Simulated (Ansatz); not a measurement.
`FBN[SiH3]` + `C=N` → `C=NBF` + `N[SiH3]` at 298.15 K and 1 bar (ligand exchange at a B–N bond).

Gas-phase electronic energies from Ansatz, PBE0-D4/def2-TZVP geometries. CCSD(T)/CBS adds triple-zeta CCSD(T) − MP2 to the extrapolated MP2 energy (def2 sets, frozen cores). This one scheme is used for every species. One conformer a species, not always the lowest.

```json
{"species": "`FBN[SiH3]`", "CCSD(T)/CBS energy (Eh)": "-471.49367", "H − E (kJ/mol)": "169.8", "S (J/(mol·K))": "317.6"}
{"species": "`C=N`", "CCSD(T)/CBS energy (Eh)": "-94.52360", "H − E (kJ/mol)": "115.3", "S (J/(mol·K))": "227.0"}
{"species": "`C=NBF`", "CCSD(T)/CBS energy (Eh)": "-219.19469", "H − E (kJ/mol)": "135.9", "S (J/(mol·K))": "292.0"}
{"species": "`N[SiH3]`", "CCSD(T)/CBS energy (Eh)": "-346.80422", "H − E (kJ/mol)": "145.7", "S (J/(mol·K))": "264.3"}
```

H − E and S are ideal-gas, rigid-rotor, harmonic terms from PBE0-D4/def2-TZVP, for one conformer and one mirror image of each species. 1 Eh = 2625.50 kJ/mol, R = 8.31446 J/(mol·K).

Q: By hand: ΔE, ΔH, ΔS and ΔG.

A: ΔE = (-219.19469) + (-346.80422) − (-471.49367) − (-94.52360) = 0.01836 Eh = 48.2 kJ/mol. Δ(H − E) = 135.9 + 145.7 − 169.8 − 115.3 = -3.5, so ΔH = 44.7 kJ/mol. ΔS = 292.0 + 264.3 − 317.6 − 227.0 = 11.7 J/(mol·K). ΔG = 44.7 − 298.15 × (11.7)/1000 = 41.2 kJ/mol.

Q: By hand: the equilibrium constant, and the temperature at which ΔG would vanish if ΔH and ΔS stayed fixed.

A: log₁₀ K = −ΔG/(RT ln 10) = -7.2. ΔG = 0 at ΔH/ΔS = 3821 K, far beyond where these terms or the molecules hold.

The number of gas molecules stays the same, so ΔS is small and ΔH decides. A doubt of 5 kJ/mol in ΔE shifts log₁₀ K by 0.9 here. Other conformers and mirror images would add mixing entropy, several J/(mol·K) or more a flexible species. These are equilibria of isolated gas molecules and say nothing of rates. Largest T1 diagnostic: 0.014 (customary marks: 0.02 for closed shells, 0.045 for open ones).
